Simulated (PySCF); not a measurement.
C₂H₉ClOSi₂.
SMILES with atom numbers: `[CH3:1][SiH2:2][O:3][SiH2:4][CH2:5][Cl:6]` (hydrogens: H7, H8, H9 on C1; H10, H11 on Si2; H12, H13 on Si4; H14, H15 on C5)

The closed-shell SCF was solved with PySCF and density fitting under several settings on one GFN2-xTB geometry (grid level 2 and gas phase unless stated).

| settings | basis functions | SCF cycles | E (Eh) | HOMO (eV) | LUMO (eV) | dipole (D) |
| --- | --- | --- | --- | --- | --- | --- |
| PBE0/pcSseg-1 | 168 | 13 | -1195.4879 | -7.97 | 0.32 | 0.84 |
| PBE0/def2-SVPD | 210 | 13 | -1195.1198 | -7.98 | 0.05 | 0.76 |
| B97-2/6-311+G(2d,p), grid level 4, start guess huckel | 240 | 12 | -1196.2137 | -7.70 | -0.13 | 0.72 |

Problem. Estimate the rows for these settings: (1) wB97X-D/aug-cc-pVDZ, IEF-PCM chloroform, energy threshold 1e-07 Eh; (2) LC-wPBE/pcSseg-1, start guess vsap; (3) PBE0/STO-3G.

Solution. 
```json
{"settings": "wB97X-D/aug-cc-pVDZ, IEF-PCM chloroform, energy threshold 1e-07 Eh", "basis functions": "231", "SCF cycles": "8", "E (Eh)": "-1196.0732", "HOMO (eV)": "-9.74", "LUMO (eV)": "1.04", "dipole (D)": "1.09"}
{"settings": "LC-wPBE/pcSseg-1, start guess vsap", "basis functions": "168", "SCF cycles": "11", "E (Eh)": "-1195.6774", "HOMO (eV)": "-10.72", "LUMO (eV)": "2.66", "dipole (D)": "0.91"}
{"settings": "PBE0/STO-3G", "basis functions": "51", "SCF cycles": "11", "E (Eh)": "-1181.8511", "HOMO (eV)": "-4.08", "LUMO (eV)": "4.87", "dipole (D)": "1.68"}
```

Problem. Over all rows, what range does the HOMO–LUMO gap span?

Solution. From 7.57 eV (B97-2/6-311+G(2d,p), grid level 4, start guess huckel) to 13.38 eV (LC-wPBE/pcSseg-1, start guess vsap). The functional of the narrowest has 21 % exact exchange, that of the widest range-separated exact exchange.

Problem. And the dipole moment?

Solution. From 0.72 D (B97-2/6-311+G(2d,p), grid level 4, start guess huckel) to 1.68 D (PBE0/STO-3G); the largest is 2.33 times the smallest, and the median is 0.88 D.

Problem. Compare two rows with the functional PBE0: PBE0/STO-3G and PBE0/def2-SVPD. Which energy is lower, and by how much?

Solution. PBE0/def2-SVPD (210 functions) lies 13.2687 Eh or 8326 kcal/mol below PBE0/STO-3G (51 functions).

wB97X-D ran without the empirical dispersion term, which would shift the total energy alone. Cycle counts include a coarse-grid stage where the run had one. All basis functions are spherical, in the Pople sets too. Geometry: GFN2-xTB, one conformer.

The values belong to the conformer `[CH3:1][SiH2:2][O:3][SiH2:4][CH2:5][Cl:6]`: C1–Si2–O3–Si4 -46°, Si2–O3–Si4–C5 -39°, O3–Si4–C5–Cl6 62°.
